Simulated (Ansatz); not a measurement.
Reactions of BH5OS2Si (`[SiH3]OB(S)S`).

Computed with Ansatz on PBE0-D4/def2-TZVP structures; ΔE is electronic, products minus reactants. CCSD(T)/CBS is the MP2 limit (def2-TZVPP, def2-QZVPP) plus CCSD(T) − MP2 in def2-TZVPP, frozen cores. This one scheme is used for every species. Open shells (•) are unrestricted, without spin–orbit coupling. def2 core potentials past Kr. For Br, In, Mg outer-core shells are correlated without core-valence functions, which leaves a few kJ/mol of doubt a bond. Scalar relativity is left out up to krypton. Each species was taken in one conformer, which may not be the lowest.

(1) Order these by ΔE at CCSD(T)/CBS, lowest first. (An estimate is asked.)
A. `[SiH3]OB(S)S` → `[SiH3]O[B]S`• + `[SH]`•
B. `[SiH3]OB(S)S` + H–F → `FB(S)S` + `O[SiH3]`
C. `[SiH3]OB(S)S` + HBr → `SB(S)Br` + `O[SiH3]`
D. `[SiH3]OB(S)S` + `[OH][InH2]` → `[SiH3][O][InH2]` + `OB(S)S`
E. `[SiH3]OB(S)S` + `OC(S)S` → `OC(S)S[SiH3]` + `OB(S)S`
F. `[SiH3]OB(S)S` + `C[O][Mg][OH]` → `OB(S)S` + `C[O][Mg][O][SiH3]`
G. `[SiH3]OB(S)S` + H₂S → `SB(S)S` + `O[SiH3]`
H. `[SiH3]OB(S)S` + `O[SiH3]` → `[SiH3]OB(S)O[SiH3]` + H₂S

Largest T1 diagnostic: 0.017, for `[OH][InH2]`.

## Answers

(1) H (-13.7 kcal/mol), F (-8.5 kcal/mol), D (-4.2 kcal/mol), B (-0.1 kcal/mol), E (+7.2 kcal/mol), C (+9.7 kcal/mol), G (+12.9 kcal/mol), A (+104.8 kcal/mol).
